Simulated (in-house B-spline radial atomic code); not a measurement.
Inner levels of bismuth as electrons are removed. A shift is the extra binding of the orbital against the neutral atom ([Xe] 4f14 5d10 6s2 6p3). Computed with an all-electron radial atomic-structure program (B-spline basis): non-relativistic Hartree-Fock, average of the configuration, point nuclei.

This level leaves out relativity, spin-orbit splitting included, which matters for heavy ions.

```csv
ion,configuration,shift of 2s (eV),shift of 3d (eV),shift of 1s (eV),radius of 2s (bohr),radius of 3d (bohr),radius of 1s (bohr),Σ<r²> (bohr²),change of density at nucleus (bohr⁻³)
Bi56+,[Ar] 3d9,3244.48,3082.99,3328.38,0.076329,0.15351,0.01823,0.58531,-1841.3
Bi57+,[Ar] 3d8,3423.88,3232.42,3518.16,0.076269,0.15251,0.01823,0.55208,-1678.54
Bi58+,[Ar] 3d7,3605.17,3383.33,3710.25,0.076207,0.15153,0.01823,0.5197,-1513.08
Bi59+,[Ar] 3d6,?,?,?,?,?,?,?,?
Bi60+,[Ar] 3d5,?,?,?,?,?,?,?,?
Bi61+,[Ar] 3d4,4160.25,3844.96,4300.35,0.076014,0.14866,0.01823,0.42735,-1000.32
Bi62+,[Ar] 3d3,4348.99,4001.79,4501.66,0.075947,0.14773,0.01823,0.39809,-823.97
```

**Question.** Fill in the row of Bi59+.

**Answer.** shift of 2s (eV): 3788.33; shift of 3d (eV): 3535.73; shift of 1s (eV): 3904.65; radius of 2s (bohr): 0.076144; radius of 3d (bohr): 0.15056; radius of 1s (bohr): 0.01823; Σ<r²> (bohr²): 0.48814; change of density at nucleus (bohr⁻³): -1344.89.

**Question.** Fill in the row of Bi60+.

**Answer.** shift of 2s (eV): 3973.36; shift of 3d (eV): 3689.6; shift of 1s (eV): 4101.35; radius of 2s (bohr): 0.07608; radius of 3d (bohr): 0.1496; radius of 1s (bohr): 0.01823; Σ<r²> (bohr²): 0.45736; change of density at nucleus (bohr⁻³): -1173.97.
